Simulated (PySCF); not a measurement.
Compound: C12H12Si.
Cartesian coordinates in Å at the PBE0-D3(BJ)/def2-SVP level; atoms count from 1:
```
atom  x, y, z in Å
C1    -3.8513    0.8938    0.5294
C2    -2.7244    1.2163    1.2861
C3    -1.5697    0.4446    1.1795
C4    -1.5180   -0.6644    0.3193
Si5    0.0460   -1.6976    0.1923
C6     1.5456   -0.5853   -0.0288
C7     2.7926   -0.9361    0.5102
C8     3.9103   -0.1246    0.3219
C9     3.7968    1.0571   -0.4093
C10    2.5644    1.4244   -0.9486
C11    1.4497    0.6099   -0.7585
C12   -2.6594   -0.9706   -0.4359
C13   -3.8176   -0.2004   -0.3330
H14   -4.7572    1.4998    0.6105
H15   -2.7455    2.0759    1.9606
H16   -0.6900    0.7157    1.7715
H17    0.2621   -2.5220    1.4236
H18   -0.1150   -2.6360   -0.9636
H19    2.8938   -1.8566    1.0932
H20    4.8730   -0.4129    0.7514
H21    4.6710    1.6965   -0.5556
H22    2.4708    2.3522   -1.5186
H23    0.4862    0.9144   -1.1784
H24   -2.6447   -1.8243   -1.1200
H25   -4.6964   -0.4540   -0.9313
```

Method: TDDFT B3LYP/def2-SVPD, vertical, gas phase, core orbitals frozen in the response (PySCF 2.14.0, density-fitted response routines).

Kohn–Sham orbitals with the atoms that hold most of them (Löwdin shares over 4%, at most four atoms; ? is withheld):

```
orbital  ε (eV)                            atoms
 HOMO-3   -7.28  C13 11%, C3 11%, C4 10%, C1 10%
 HOMO-2   -7.21    C12 18%, C2 18%, C4 9%, C1 8%
 HOMO-1   -7.15                                ?
   HOMO   -7.01                                ?
   LUMO   -0.92  C4 18%, C1 17%, C3 13%, C13 11%
 LUMO+1   -0.87  C6 20%, C9 19%, C11 13%, C8 11%
 LUMO+2   -0.70   C2 13%, C12 13%, C10 8%, C7 8%
```

**Question.** Give the leading atoms of the HOMO-1.

**Answer.** C10 (bonded to 2 C and H) 17%; C7 (bonded to 2 C and H) 17%; C8 (bonded to 2 C and H) 10%; C11 (bonded to 2 C and H) 10%.

**Question.** Which atoms hold the HOMO, and with what shares?

**Answer.** C6 (bonded to 2 C and Si) 13%; C9 (bonded to 2 C and H) 11%; C4 (bonded to 2 C and Si) 10%; C1 (bonded to 2 C and H) 9%.

**Question.** The HOMO–LUMO gap is 6.09 eV. Where does the response calculation put the lowest singlet, and from which orbitals?

**Answer.** S1 is at 5.20 eV (f = 0.0025), 0.89 eV below the gap, made of HOMO→LUMO+2 (32%), HOMO-1→LUMO+1 (28%), HOMO-2→LUMO (10%). Its leading pair isn't HOMO and LUMO; the energies of that pair differ by 6.31 eV. 

Next come S2 at 5.23 eV (f 0.0016), HOMO-2→LUMO (24%), HOMO-3→LUMO+2 (17%), HOMO→LUMO+3 (16%); S3 at 5.54 eV (f 0.017), HOMO→LUMO (53%), HOMO→LUMO+1 (26%); S4 at 5.59 eV (f 0.015), HOMO→LUMO+1 (50%), HOMO→LUMO (18%), HOMO-1→LUMO (10%); S5 at 5.68 eV (f 0.0016), HOMO-1→LUMO (55%), HOMO-2→LUMO (27%).

Löwdin shares depend on the basis, the more so with diffuse functions.

One conformer stands for the species.
